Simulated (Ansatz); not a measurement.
Gas-phase electronic energies from Ansatz, PBE0-D4/def2-TZVP geometries. CCSD(T)/CBS adds triple-zeta CCSD(T) − MP2 to the extrapolated MP2 energy (def2 sets, frozen cores). Functionals use def2-TZVPP. One conformer a species, not always the lowest.

Reaction (redistribution): `O[Si]([SiH3])(S)Cl` + `CO[SiH](O)O` → `CO[Si](O)([SiH3])Cl` + `O[SiH](O)S`

```csv
level,ΔE (kJ/mol),difference from CCSD(T)/CBS
PBE-D4,5.3,-1.1
ωB97X-V,4.7,-1.7
B2PLYP,6.4,0.0
PBE,5.7,-0.7
r2SCAN,5.7,-0.7
PBE0,6.5,0.1
MP2/def2-TZVPP,7.2,0.8
HF/def2-QZVPP,6.5,0.1
MP2/def2-QZVPP,7.4,1.0
SCS-MP2/def2-QZVPP,7.1,0.7
CCSD(T)/CBS,6.4,0
```

Largest T1 diagnostic among the species: 0.012.
